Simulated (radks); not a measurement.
Task: Ni III, configuration [Ar] 3d8 (the NIST ground configuration). Method: non-relativistic Kohn-Sham, r2SCAN, spin-polarised, spherical densities, point nucleus; open shells are filled with parallel spins first; meta-GGA in the generalised Kohn-Sham scheme; computed with a radial shooting solver on a logarithmic mesh with Libxc functionals. Some entries of the table are withheld. Estimate them.

orbital  occ.  eigenvalue (eV)  <r^2> (bohr^2)  <1/r> (bohr^-1)
1s down     1        -8167.629        0.004033            27.51
1s up       1        -8167.621        0.004033            27.51
2s up       1        -992.4125         0.07251            5.964
2s down     1        -990.9057         0.07237            5.970
2p up       3        -866.9846         0.05756            5.908
2p down     3        -865.8631         0.05741            5.913
3s up       1        -132.5421          0.6475            1.886
3s down     1        -129.6107          0.6514            1.878
3p up       3         -93.7383          0.7201            1.756
3p down     3         -90.8183          0.7271            1.747
3d up       5         -29.8313           1.162            1.403
3d down     3         -27.1034           1.245            1.377
4s up       0         -20.7512           6.337           0.5518
4s down     0         -20.0570           6.624           0.5364
4p up       0         -14.1913           9.323              (1)
4p down     0         -13.7860           9.765              (2)

Result: 
(1) 4p up <1/r> (bohr^-1): 0.4497
(2) 4p down <1/r> (bohr^-1): 0.4365
